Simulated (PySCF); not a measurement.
C2H9F2NSi2 (SMILES CN(C)[SiH2][SiH](F)F), singlet, geometry from GFN2-xTB, atoms displaced at random by about 0.08 Å a coordinate; PySCF with HF/STO-3G, gradient by finite differences.

Here is a job for PySCF.
```python
from pyscf import gto, scf

mol = gto.Mole()
mol.atom = '''
    Si    1.36208433    0.94205083    0.18811373
    F     2.48237757    1.09810356   -0.67443325
    F     1.98553765    0.18544331    1.50065025
    Si   -0.16682822   -0.64550882   -0.92082912
    N    -1.64305051   -0.60140313   -0.19316837
    C    -2.97218721   -1.16763897   -0.78020736
    C    -1.77453195   -0.45161603    1.43538773
    H     0.72445250    2.24297290    0.86721901
    H    -0.40434068   -0.18201731   -2.18406045
    H     0.24937101   -1.86854287   -0.89149400
    H    -2.62815245   -0.88885003   -1.77313081
    H    -3.77337411   -0.54509345   -0.44382523
    H    -3.11425046   -2.03058022   -0.47657629
    H    -0.81305912   -0.02651414    1.73898739
    H    -2.77882786    0.03285472    1.65391973
    H    -2.08068993   -1.47585187    1.88581266
'''
mol.basis = 'sto-3g'
mol.verbose = 4
mol.build()

mf = scf.RHF(mol)
mf.conv_tol = 1e-11
mf.kernel()
scan, done = mf.as_scanner(), []
scan.scf_summary = {}
def energy(d):
    c = mol.atom_coords()
    c[10, 2] += d
    e = scan(mol.set_geom_(c, unit='Bohr', inplace=False))
    done.append(scan.converged)
    return e
h = 1e-4
fd = (energy(h) - energy(-h)) / (2 * h)
print('dE/dx =', fd)
```

It wrote (shortened):

```
PySCF version 2.14.0

[INPUT] verbose = 4
[INPUT] num. atoms = 16
[INPUT] num. electrons = 74
[INPUT] charge = 0
[INPUT] spin (= nelec alpha-beta = 2S) = 0
[INPUT] symmetry False subgroup None
[INPUT] Mole.unit = angstrom
[INPUT] Symbol           X                Y                Z      unit          X                Y                Z       unit  Magmom
[INPUT]  1 Si     1.362084330000   0.942050830000   0.188113730000 AA    2.573966342262   1.780218064119   0.355483429970 Bohr   0.0
[INPUT]  2 F      2.482377570000   1.098103560000  -0.674433250000 AA    4.691013745063   2.075114984810  -1.274494131800 Bohr   0.0
[INPUT]  3 F      1.985537650000   0.185443310000   1.500650250000 AA    3.752122368513   0.350437067533   2.835817981260 Bohr   0.0
[INPUT]  4 Si    -0.166828220000  -0.645508820000  -0.920829120000 AA   -0.315259645649  -1.219834880791  -1.740114844324 Bohr   0.0
[INPUT]  5 N     -1.643050510000  -0.601403130000  -0.193168370000 AA   -3.104915472727  -1.136487206156  -0.365035315229 Bohr   0.0
[INPUT]  6 C     -2.972187210000  -1.167638970000  -0.780207360000 AA   -5.616619817835  -2.206517865669  -1.474378230770 Bohr   0.0
[INPUT]  7 C     -1.774531950000  -0.451616030000   1.435387730000 AA   -3.353379384790  -0.853430610163   2.712489692261 Bohr   0.0
[INPUT]  8 H      0.724452500000   2.242972900000   0.867219010000 AA    1.369016815256   4.238604485821   1.638806418916 Bohr   0.0
[INPUT]  9 H     -0.404340680000  -0.182017310000  -2.184060450000 AA   -0.764093146220  -0.343962865830  -4.127276089994 Bohr   0.0
[INPUT] 10 H      0.249371010000  -1.868542870000  -0.891494000000 AA    0.471242912306  -3.531034276309  -1.684679501693 Bohr   0.0
[INPUT] 11 H     -2.628152450000  -0.888850030000  -1.773130810000 AA   -4.966488344105  -1.679683122511  -3.350731613928 Bohr   0.0
[INPUT] 12 H     -3.773374110000  -0.545093450000  -0.443825230000 AA   -7.130643633424  -1.030077332794  -0.838708131872 Bohr   0.0
[INPUT] 13 H     -3.114250460000  -2.030580220000  -0.476576290000 AA   -5.885080452701  -3.837240489759  -0.900598665561 Bohr   0.0
[INPUT] 14 H     -0.813059120000  -0.026514140000   1.738987390000 AA   -1.536459059880  -0.050104463028   3.286209901172 Bohr   0.0
[INPUT] 15 H     -2.778827860000   0.032854720000   1.653919730000 AA   -5.251223602711   0.062086422699   3.125455321715 Bohr   0.0
[INPUT] 16 H     -2.080689930000  -1.475851870000   1.885812660000 AA   -3.931934117840  -2.788955834727   3.563669449638 Bohr   0.0

nuclear repulsion = 477.866447994122
number of shells = 34
number of NR pGTOs = 156
number of NR cGTOs = 52
basis = sto-3g
ecp = {}

******** <class 'pyscf.scf.hf.RHF'> ********
method = RHF
initial guess = minao
damping factor = 0
level_shift factor = 0
DIIS = <class 'pyscf.scf.diis.CDIIS'>
diis_start_cycle = 1
diis_space = 8
diis_damp = 0
SCF conv_tol = 1e-11
SCF conv_tol_grad = None
SCF max_cycles = 50
direct_scf = True
direct_scf_tol = 1e-13
Set gradient conv threshold to 3.16228e-06
Initial guess from minao.
init E= -901.421550252967
  HOMO = -0.237198769797576  LUMO = 0.141040117652583  gap/eV = 10.29240
cycle= 1 E= -900.816874238888  delta_E= 0.605  |g|= 0.554  |ddm|=  4.6
  HOMO = -0.156911305203153  LUMO = 0.297942580683066  gap/eV = 12.37720
cycle= 2 E= -900.943892232456  delta_E= -0.127  |g|= 0.169  |ddm|= 1.09
  HOMO = -0.256147501616124  LUMO = 0.319113264788312  gap/eV = 15.65364
cycle= 3 E= -900.953966099041  delta_E= -0.0101  |g|= 0.0419  |ddm|= 0.28
  HOMO = -0.245757949893822  LUMO = 0.323846729099534  gap/eV = 15.49973
cycle= 4 E= -900.955030695615  delta_E= -0.00106  |g|= 0.0112  |ddm|= 0.0952
  HOMO = -0.249424487964598  LUMO = 0.321600567293252  gap/eV = 15.53838
cycle= 5 E= -900.955119528297  delta_E= -8.88e-05  |g|= 0.00231  |ddm|= 0.0326
  HOMO = -0.24953106828981  LUMO = 0.32172090871993  gap/eV = 15.54456
cycle= 6 E= -900.955123892096  delta_E= -4.36e-06  |g|= 0.000328  |ddm|= 0.00763
  HOMO = -0.249472183834486  LUMO = 0.321699404514277  gap/eV = 15.54237
cycle= 7 E= -900.955123974601  delta_E= -8.25e-08  |g|= 7.74e-05  |ddm|= 0.000997
  HOMO = -0.249489244240655  LUMO = 0.321689507714058  gap/eV = 15.54257
cycle= 8 E= -900.955123979644  delta_E= -5.04e-09  |g|= 2.58e-05  |ddm|= 0.000226
  HOMO = -0.249484527092363  LUMO = 0.321690212237353  gap/eV = 15.54246
cycle= 9 E= -900.955123980297  delta_E= -6.54e-10  |g|= 6.83e-06  |ddm|= 9.18e-05
  HOMO = -0.249484793019101  LUMO = 0.321690130061175  gap/eV = 15.54246
cycle= 10 E= -900.955123980352  delta_E= -5.46e-11  |g|= 1.69e-06  |ddm|= 2.62e-05
  HOMO = -0.249485114360236  LUMO = 0.321690123902115  gap/eV = 15.54247
cycle= 11 E= -900.955123980351  delta_E= 9.09e-13  |g|= 4.99e-07  |ddm|= 6.25e-06
  HOMO = -0.249485076318065  LUMO = 0.321690129988828  gap/eV = 15.54247
Extra cycle  E= -900.955123980352  delta_E= -1.14e-12  |g|= 2.34e-07  |ddm|= 1.16e-06
converged SCF energy = -900.955123980352
Create scanner for <class 'pyscf.scf.hf.RHF'>

WARN: Mole.unit (angstrom) is changed to Bohr

New geometry
   1 Si     1.362084330000   0.942050830000   0.188113730000 AA    2.573966342262   1.780218064119   0.355483429970 Bohr
   2 F      2.482377570000   1.098103560000  -0.674433250000 AA    4.691013745063   2.075114984810  -1.274494131800 Bohr
   3 F      1.985537650000   0.185443310000   1.500650250000 AA    3.752122368513   0.350437067533   2.835817981260 Bohr
   4 Si    -0.166828220000  -0.645508820000  -0.920829120000 AA   -0.315259645649  -1.219834880791  -1.740114844324 Bohr
   5 N     -1.643050510000  -0.601403130000  -0.193168370000 AA   -3.104915472727  -1.136487206156  -0.365035315229 Bohr
   6 C     -2.972187210000  -1.167638970000  -0.780207360000 AA   -5.616619817835  -2.206517865669  -1.474378230770 Bohr
   7 C     -1.774531950000  -0.451616030000   1.435387730000 AA   -3.353379384790  -0.853430610163   2.712489692261 Bohr
   8 H      0.724452500000   2.242972900000   0.867219010000 AA    1.369016815256   4.238604485821   1.638806418916 Bohr
   9 H     -0.404340680000  -0.182017310000  -2.184060450000 AA   -0.764093146220  -0.343962865830  -4.127276089994 Bohr
  10 H      0.249371010000  -1.868542870000  -0.891494000000 AA    0.471242912306  -3.531034276309  -1.684679501693 Bohr
  11 H     -2.628152450000  -0.888850030000  -1.773077892279 AA   -4.966488344105  -1.679683122511  -3.350631613928 Bohr
  12 H     -3.773374110000  -0.545093450000  -0.443825230000 AA   -7.130643633424  -1.030077332794  -0.838708131872 Bohr
  13 H     -3.114250460000  -2.030580220000  -0.476576290000 AA   -5.885080452701  -3.837240489759  -0.900598665561 Bohr
  14 H     -0.813059120000  -0.026514140000   1.738987390000 AA   -1.536459059880  -0.050104463028   3.286209901172 Bohr
  15 H     -2.778827860000   0.032854720000   1.653919730000 AA   -5.251223602711   0.062086422699   3.125455321715 Bohr
  16 H     -2.080689930000  -1.475851870000   1.885812660000 AA   -3.931934117840  -2.788955834727   3.563669449638 Bohr

******** <class 'pyscf.scf.hf.RHF_Scanner'> ********
method = RHF_Scanner
initial guess = minao
damping factor = 0
level_shift factor = 0
DIIS = <class 'pyscf.scf.diis.CDIIS'>
diis_start_cycle = 1
diis_space = 8
diis_damp = 0
SCF conv_tol = 1e-11
SCF conv_tol_grad = None
SCF max_cycles = 50
direct_scf = True
direct_scf_tol = 1e-13
Set gradient conv threshold to 3.16228e-06
init E= -900.955137511078
  HOMO = -0.249481590778503  LUMO = 0.32169270938708  gap/eV = 15.54244
cycle= 1 E= -900.95512194436  delta_E= 1.56e-05  |g|= 7.62e-06  |ddm|= 3.77e-05
  HOMO = -0.249485783205844  LUMO = 0.321689855395413  gap/eV = 15.54248
cycle= 2 E= -900.955121944385  delta_E= -2.52e-11  |g|= 1.78e-06  |ddm|= 1.35e-05
  HOMO = -0.249485489093351  LUMO = 0.321689822807617  gap/eV = 15.54247
cycle= 3 E= -900.95512194439  delta_E= -5e-12  |g|= 4.77e-07  |ddm|= 2.71e-06
  HOMO = -0.249485501276565  LUMO = 0.321689818946738  gap/eV = 15.54247
Extra cycle  E= -900.955121944388  delta_E= 2.5e-12  |g|= 1.8e-07  |ddm|= 8.81e-07
converged SCF energy = -900.955121944388

WARN: Mole.unit (angstrom) is changed to Bohr

New geometry
   1 Si     1.362084330000   0.942050830000   0.188113730000 AA    2.573966342262   1.780218064119   0.355483429970 Bohr
   2 F      2.482377570000   1.098103560000  -0.674433250000 AA    4.691013745063   2.075114984810  -1.274494131800 Bohr
   3 F      1.985537650000   0.185443310000   1.500650250000 AA    3.752122368513   0.350437067533   2.835817981260 Bohr
   4 Si    -0.166828220000  -0.645508820000  -0.920829120000 AA   -0.315259645649  -1.219834880791  -1.740114844324 Bohr
   5 N     -1.643050510000  -0.601403130000  -0.193168370000 AA   -3.104915472727  -1.136487206156  -0.365035315229 Bohr
   6 C     -2.972187210000  -1.167638970000  -0.780207360000 AA   -5.616619817835  -2.206517865669  -1.474378230770 Bohr
   7 C     -1.774531950000  -0.451616030000   1.435387730000 AA   -3.353379384790  -0.853430610163   2.712489692261 Bohr
   8 H      0.724452500000   2.242972900000   0.867219010000 AA    1.369016815256   4.238604485821   1.638806418916 Bohr
   9 H     -0.404340680000  -0.182017310000  -2.184060450000 AA   -0.764093146220  -0.343962865830  -4.127276089994 Bohr
  10 H      0.249371010000  -1.868542870000  -0.891494000000 AA    0.471242912306  -3.531034276309  -1.684679501693 Bohr
  11 H     -2.628152450000  -0.888850030000  -1.773183727721 AA   -4.966488344105  -1.679683122511  -3.350831613928 Bohr
  12 H     -3.773374110000  -0.545093450000  -0.443825230000 AA   -7.130643633424  -1.030077332794  -0.838708131872 Bohr
  13 H     -3.114250460000  -2.030580220000  -0.476576290000 AA   -5.885080452701  -3.837240489759  -0.900598665561 Bohr
  14 H     -0.813059120000  -0.026514140000   1.738987390000 AA   -1.536459059880  -0.050104463028   3.286209901172 Bohr
  15 H     -2.778827860000   0.032854720000   1.653919730000 AA   -5.251223602711   0.062086422699   3.125455321715 Bohr
  16 H     -2.080689930000  -1.475851870000   1.885812660000 AA   -3.931934117840  -2.788955834727   3.563669449638 Bohr

******** <class 'pyscf.scf.hf.RHF_Scanner'> ********
method = RHF_Scanner
initial guess = minao
damping factor = 0
level_shift factor = 0
DIIS = <class 'pyscf.scf.diis.CDIIS'>
diis_start_cycle = 1
diis_space = 8
diis_damp = 0
SCF conv_tol = 1e-11
SCF conv_tol_grad = None
SCF max_cycles = 50
direct_scf = True
direct_scf_tol = 1e-13
Set gradient conv threshold to 3.16228e-06
init E= -900.955094883726
  HOMO = -0.249492498162488  LUMO = 0.321684658842448  gap/eV = 15.54252
cycle= 1 E= -900.955126011972  delta_E= -3.11e-05  |g|= 1.52e-05  |ddm|= 7.54e-05
  HOMO = -0.249484112705198  LUMO = 0.321690367977786  gap/eV = 15.54245
cycle= 2 E= -900.955126012077  delta_E= -1.05e-10  |g|= 3.52e-06  |ddm|= 2.7e-05
  HOMO = -0.249484702883696  LUMO = 0.321690433280445  gap/eV = 15.54247
cycle= 3 E= -900.955126012084  delta_E= -7.28e-12  |g|= 9.29e-07  |ddm|= 5.34e-06
  HOMO = -0.249484679422043  LUMO = 0.321690441195289  gap/eV = 15.54247
Extra cycle  E= -900.955126012083  delta_E= 1.59e-12  |g|= 3.42e-07  |ddm|= 1.69e-06
converged SCF energy = -900.955126012083
dE/dx = 0.020338475223979913
```
